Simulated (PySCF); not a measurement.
Gas-phase reaction: InCH3 + 4 C3H4 (propyne) = In(CH3)3 + 5 C2H2 (acetylene)

Computed with PySCF and rigid-rotor harmonic-oscillator thermochemistry at 1 bar. † marks an energy on the PBE0/def2-TZVP geometry and frequencies; other levels use their own. MP2 freezes the core. All species are closed-shell singlets. B3LYP is the form with VWN-RPA correlation. In: scalar-relativistic def2 core potential, no spin-orbit coupling. Methyl groups turn as free rotors in In(CH3)3. InCH3: computed as isolated molecules; such fragments, hydroxides, amides, oligomers or adducts are transient or little studied in the gas. MP2 isn't extrapolated to the basis-set limit; its ΔH°(298 K) is 353.9 kJ in def2-SVP and 318.7 kJ in def2-TZVPP. The harmonic model lacks anharmonicity and excited electronic states, which grow with temperature; levels with a mode under 35 cm⁻¹ are left out. Soft modes under 120 cm⁻¹ make the harmonic entropy rough for In(CH3)3.

```tsv
level	ΔE electronic, kJ	ΔH°(298 K), kJ	ΔS°(298 K), J/K	ΔG°(1200 K), kJ
B3LYP/def2-TZVP†	394	361	126	186
MP2/def2-TZVPP†	352	319	126	144
PBE/def2-SVP	464	436	125	264
PBE/def2-TZVP†	417	384	126	210
PBE0/def2-SVP†	476	443	126	269
PBE0/def2-TZVP	429	396	126	221
```
ΔH° is lowest at MP2/def2-TZVPP† and highest at PBE0/def2-SVP†. No reference value is set beside these.
